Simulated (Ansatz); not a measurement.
CdCl2⁺. Total charge 1; doublet. Geometry PBE0-D4/def2-TZVP, that of the neutral singlet; atoms count from 1.

| atom | x (Å) | y (Å) | z (Å) |
| --- | --- | --- | --- |
| Cd1 | 0.000 | 0.000 | -0.001 |
| Cl2 | -1.564 | 1.568 | -0.470 |
| Cl3 | 1.564 | -1.568 | 0.471 |

In the def2 sets Cd takes a core potential; there is no spin–orbit coupling.

Estimate the Mulliken populations from the PBE0/def2-TZVP orbitals of Ansatz.


```json
{"atom": "Cd1", "charge (e)": "0.98", "spin (α − β)": "-0.03", "d electrons": "9.97"}
{"atom": "Cl2", "charge (e)": "0.01", "spin (α − β)": "0.52", "d electrons": "–"}
{"atom": "Cl3", "charge (e)": "0.01", "spin (α − β)": "0.52", "d electrons": "–"}
```
Mulliken values and Mayer orders depend strongly on the basis.

Where does the spin sit?

Summed by element: Cd -0.03, Cl 1.03, of 1 unpaired in all. Largest on single atoms: Cl2 0.52, Cl3 0.52, Cd1 -0.03.

And the Mayer bond orders between bonded heavy atoms (over 0.3)?

Cd1–Cl2 0.85 (2.26 Å); Cd1–Cl3 0.85 (2.26 Å). Values over 0.3 also appear between atoms too far apart for a bond (Cl2–Cl3 0.48 at 4.53 Å); they arise where an orbital or an unpaired electron spreads over both atoms.
